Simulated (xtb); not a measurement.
These are GFN2-xTB run with xtb values and carry that method's errors.

```
xtb start.xyz --ohess tight --gfn 2 --chrg 0 --uhf 0 --iterations 400

# start.xyz
12

C      1.418424    -0.156415     0.302167
C     -0.004965    -0.132329    -0.149150
C     -0.531036     1.121503    -0.766771
Si    -1.124490    -1.522078     0.231121
H      1.563111     0.538031     1.136407
H      1.743621    -1.149558     0.628849
H      2.079573     0.150441    -0.515266
H     -1.541229     1.003740    -1.172297
H      0.116489     1.437271    -1.591681
H     -0.556118     1.927252    -0.025635
H     -2.497380    -1.008670     0.459051
H     -0.666001    -2.209188     1.463206
```

Output:

```
[...]
         ::                     SUMMARY                     ::
         :::::::::::::::::::::::::::::::::::::::::::::::::::::
         :: total energy             -12.164653341157 Eh    ::
         :: gradient norm              0.000128489146 Eh/a0 ::
         :: HOMO-LUMO gap              2.434172657322 eV    ::
         ::.................................................::
         :: SCC energy               -12.349405389405 Eh    ::
         :: -> isotropic ES            0.011347155714 Eh    ::
         :: -> anisotropic ES          0.005057596169 Eh    ::
         :: -> anisotropic XC          0.006198707829 Eh    ::
         :: -> dispersion             -0.006955204373 Eh    ::
         :: repulsion energy           0.184752048248 Eh    ::
         :: add. restraining           0.000000000000 Eh    ::
         :: total charge               0.000000000000 e     ::
         :::::::::::::::::::::::::::::::::::::::::::::::::::::

           -------------------------------------------------
          |                Numerical Hessian                |
           -------------------------------------------------
step length          :   0.00500
SCC accuracy         :   0.30000
Hessian scale factor :   1.00000
frozen atoms in %    :   0.00000    0
RMS gradient         :   0.00013
estimated CPU  time      0.00 min
estimated wall time      0.00 min

writing file <hessian>.

 projected vibrational frequencies (cm⁻¹)
eigval :       -0.00    -0.00     0.00     0.00     0.00     0.00
eigval :      153.89   156.49   247.97   284.39   310.47   339.28
eigval :      479.34   484.42   707.22   804.25   981.26   991.62
eigval :     1014.87  1055.91  1197.08  1379.33  1401.87  1416.84
eigval :     1484.92  1493.47  1497.65  1514.35  2332.00  2339.49
eigval :     2943.88  2945.78  2965.79  2972.54  3031.76  3033.58
           -------------------------------------------------
          |                Property Printout                |
           -------------------------------------------------

    * Orbital Energies and Occupations

         #    Occupation            Energy/Eh            Energy/eV
      -------------------------------------------------------------
         1        2.0000           -0.6946803             -18.9032
         2        2.0000           -0.5831242             -15.8676
         3        2.0000           -0.5694565             -15.4957
         4        2.0000           -0.5097854             -13.8720
         5        2.0000           -0.4729060             -12.8684
         6        2.0000           -0.4693711             -12.7722
         7        2.0000           -0.4614813             -12.5575
         8        2.0000           -0.4457724             -12.1301
         9        2.0000           -0.4263510             -11.6016
        10        2.0000           -0.4204935             -11.4422
        11        2.0000           -0.3959586             -10.7746
        12        2.0000           -0.3093940              -8.4190 (HOMO)
        13                         -0.2199401              -5.9849 (LUMO)
        14                         -0.1476090              -4.0166
        15                         -0.1380878              -3.7576
        16                         -0.1372973              -3.7360
        17                         -0.0782021              -2.1280
        18                         -0.0053421              -0.1454
        19                          0.1429640               3.8902
        20                          0.1818860               4.9494
        21                          0.2004958               5.4558
        22                          0.2152284               5.8567
        23                          0.2325828               6.3289
       ...                                ...                  ...
        29                          0.8035610              21.8660
      -------------------------------------------------------------
                  HL-Gap            0.0894539 Eh            2.4342 eV
             Fermi-level           -0.2646671 Eh           -7.2020 eV

     #   Z          covCN         q      C6AA      α(0)
     1   6 C        3.767    -0.099    22.419     6.748
     2   6 C        2.839    -0.138    31.533     9.203
     3   6 C        3.767    -0.099    22.420     6.748
     4  14 Si       2.756     0.352   181.274    29.566
     5   1 H        0.924     0.031     2.572     2.508
     6   1 H        0.925     0.020     2.740     2.589
     7   1 H        0.924     0.031     2.572     2.508
     8   1 H        0.925     0.020     2.740     2.589
     9   1 H        0.924     0.031     2.572     2.508
    10   1 H        0.924     0.031     2.572     2.508
    11   1 H        0.921    -0.090     5.228     3.576
    12   1 H        0.921    -0.090     5.227     3.576

 Mol. C6AA /au·bohr⁶  :       1792.345936
 Mol. C8AA /au·bohr⁸  :      58222.711375
 Mol. α(0) /au        :         74.625631

Wiberg/Mayer (AO) data.
largest (>0.10) Wiberg bond orders for each atom

 ---------------------------------------------------------------------------
     #   Z sym  total        # sym  WBO       # sym  WBO       # sym  WBO
 ---------------------------------------------------------------------------
     1   6 C    3.997 --     2 C    1.034     6 H    0.990     5 H    0.973
                             7 H    0.973
     2   6 C    3.944 --     4 Si   1.781     1 C    1.034     3 C    1.034
     3   6 C    3.997 --     2 C    1.034     8 H    0.990     9 H    0.973
                            10 H    0.973
     4  14 Si   3.672 --     2 C    1.781    12 H    0.885    11 H    0.885
     5   1 H    0.999 --     1 C    0.973
     6   1 H    1.000 --     1 C    0.990
     7   1 H    0.999 --     1 C    0.973
     8   1 H    1.000 --     3 C    0.990
     9   1 H    0.999 --     3 C    0.973
    10   1 H    0.999 --     3 C    0.973
    11   1 H    0.992 --     4 Si   0.885
    12   1 H    0.992 --     4 Si   0.885
 ---------------------------------------------------------------------------

Topologies differ in total number of bonds
Writing topology from bond orders to xtbtopo.mol

molecular dipole:
                 x           y           z       tot (Debye)
 q only:       -0.157      -0.181       0.071
   full:       -0.314      -0.361       0.142       1.269
molecular quadrupole (traceless):
                xx          xy          yy          xz          yz          zz
Molecule has the following symmetry elements: (C2) 2*(sigma)
It seems to be the C2v point group
 q only:       -0.384       0.545       0.115      -0.474       0.338       0.269
  q+dip:        0.503       2.711       1.163      -0.989      -1.385      -1.666
   full:        0.163       1.908       0.772      -0.805      -0.731      -0.935

           -------------------------------------------------
          |                Geometry Summary                 |
           -------------------------------------------------

      molecular mass/u    :       72.1812324
   center of mass at/Å    :       -0.3029389      -0.3481131       0.1363328
  moments of inertia/u·Å² :        0.6064766E+02   0.1164291E+03   0.1708457E+03
rotational constants/cm⁻¹ :        0.2779601E+00   0.1447888E+00   0.9867169E-01

 * 9 selected distances

     #   Z          #   Z                                           value/Å
     2   6 C        4  14 Si                                      1.7574957 (max)
     1   6 C        5   1 H                                       1.0926438
     1   6 C        6   1 H                                       1.0871522
     1   6 C        7   1 H                                       1.0926409
     3   6 C        8   1 H                                       1.0870814 (min)
     3   6 C        9   1 H                                       1.0925201
     3   6 C       10   1 H                                       1.0925192
     4  14 Si      11   1 H                                       1.4547587
     4  14 Si      12   1 H                                       1.4546790

 * 3 distinct bonds (by element types)

   Z      Z             #   av. dist./Å        max./Å        min./Å
   1 H    6 C           6     1.0907596     1.0926438     1.0870814
   1 H   14 Si          2     1.4547188     1.4547587     1.4546790
   6 C   14 Si          1     1.7574957     1.7574957     1.7574957

           -------------------------------------------------
          |               Frequency Printout                |
           -------------------------------------------------
 projected vibrational frequencies (cm⁻¹)
eigval :       -0.00    -0.00     0.00     0.00     0.00     0.00
eigval :      153.89   156.49   247.97   284.39   310.47   339.28
eigval :      479.34   484.42   707.22   804.25   981.26   991.62
eigval :     1014.87  1055.91  1197.08  1379.33  1401.87  1416.84
eigval :     1484.92  1493.47  1497.65  1514.35  2332.00  2339.49
eigval :     2943.88  2945.78  2965.79  2972.54  3031.76  3033.58
 reduced masses (amu)
   1: 12.35   2: 14.93   3: 10.01   4: 18.22   5: 16.01   6: 18.32   7:  1.82   8:  2.77
   9:  8.82  10:  8.79  11:  1.26  12: 10.63  13:  3.53  14:  6.83  15:  9.34  16:  7.01
  17:  3.62  18:  3.00  19:  5.63  20:  4.36  21: 10.74  22: 11.61  23:  2.96  24:  2.99
  25:  1.61  26:  1.55  27:  1.60  28:  2.21  29:  2.25  30:  1.56  31:  1.94  32:  1.92
  33:  1.52  34:  1.47  35:  1.66  36:  1.69
 IR intensities (km·mol⁻¹)
   1:  0.09   2:  0.02   3:  0.16   4:  0.25   5:  0.47   6:  0.03   7:  0.85   8:  2.49
   9:  0.07  10:  8.30  11:  0.01  12:  0.32  13: 41.43  14: 94.24  15:  1.59  16:177.54
  17:  0.11  18:  0.00  19: 23.13  20: 20.53  21:  2.16  22:  2.18  23:  0.22  24:  3.18
  25:  0.00  26:  1.74  27:  2.85  28:  0.81  29:523.91  30: 92.40  31: 16.94  32: 83.26
  33: 10.15  34:127.09  35: 60.05  36: 18.27
 Raman intensities (Ä⁴*amu⁻¹)
   1:  0.00   2:  0.00   3:  0.00   4:  0.00   5:  0.00   6:  0.00   7:  0.00   8:  0.00
   9:  0.00  10:  0.00  11:  0.00  12:  0.00  13:  0.00  14:  0.00  15:  0.00  16:  0.00
  17:  0.00  18:  0.00  19:  0.00  20:  0.00  21:  0.00  22:  0.00  23:  0.00  24:  0.00
  25:  0.00  26:  0.00  27:  0.00  28:  0.00  29:  0.00  30:  0.00  31:  0.00  32:  0.00
  33:  0.00  34:  0.00  35:  0.00  36:  0.00
 output can be read by thermo (or use thermo option).
 writing <g98.out> molden fake output.
 recommended (thermochemical) frequency scaling factor: 1.0
           -------------------------------------------------
          |             Thermodynamic Functions             |
           -------------------------------------------------

c2v symmetry found (for desy threshold:  0.10E+00) used in thermo

          ...................................................
          :                      SETUP                      :
          :.................................................:
          :  # frequencies                          30      :
          :  # imaginary freq.                       0      :
          :  linear?                             false      :
          :  only rotor calc.                    false      :
          :  symmetry                              c2v      :
          :  rotational number                       2      :
          :  scaling factor                  1.0000000      :
          :  rotor cutoff                   50.0000000 cm⁻¹ :
          :  imag. cutoff                  -20.0000000 cm⁻¹ :
          :.................................................:

    mode    ω/cm⁻¹     T·S(HO)/kcal·mol⁻¹    T·S(FR)/kcal·mol⁻¹   T·S(vib)
   ------------------------------------------------------------------------
       1    153.89    -0.78220 ( 98.90%)    -0.72322 (  1.10%)    -0.78155
       2    156.49    -0.77272 ( 98.97%)    -0.71826 (  1.03%)    -0.77216
       3    247.97    -0.52025 ( 99.83%)    -0.58200 (  0.17%)    -0.52035
       4    284.39    -0.44935 ( 99.90%)    -0.54143 (  0.10%)    -0.44943
   ------------------------------------------------------------------------

   temp. (K)  partition function   enthalpy   heat capacity  entropy
                                   cal/mol     cal/K/mol   cal/K/mol   J/K/mol
 298.15  VIB   14.9                 2411.540     16.833     13.456
         ROT  0.420E+05              888.752      2.981     24.134
         INT  0.626E+06             3300.292     19.814     37.590
         TR   0.593E+27             1481.254      4.968     38.729
         TOT                        4781.5462    24.7818    76.3190   319.3188

       T/K    H(0)-H(T)+PV         H(T)/Eh          T*S/Eh         G(T)/Eh
   ------------------------------------------------------------------------
    298.15    0.761988E-02    0.103216E+00    0.362616E-01    0.669541E-01
   ------------------------------------------------------------------------

         :::::::::::::::::::::::::::::::::::::::::::::::::::::
         ::                  THERMODYNAMIC                  ::
         :::::::::::::::::::::::::::::::::::::::::::::::::::::
         :: total free energy         -12.097699247787 Eh   ::
         ::.................................................::
         :: total energy              -12.164653341168 Eh   ::
         :: zero point energy           0.095595850917 Eh   ::
         :: G(RRHO) w/o ZPVE           -0.028641757535 Eh   ::
         :: G(RRHO) contrib.            0.066954093381 Eh   ::
         :::::::::::::::::::::::::::::::::::::::::::::::::::::

optimized geometry written to: xtbopt.xyz

           -------------------------------------------------
          | TOTAL ENERGY              -12.164653341168 Eh   |
          | TOTAL ENTHALPY            -12.061437611350 Eh   |
          | TOTAL FREE ENERGY         -12.097699247787 Eh   |
          | GRADIENT NORM               0.000128385162 Eh/α |
          | HOMO-LUMO GAP               2.434165660167 eV   |
           -------------------------------------------------

------------------------------------------------------------------------
```

Cost: about 0.3 core-seconds (a rough figure).
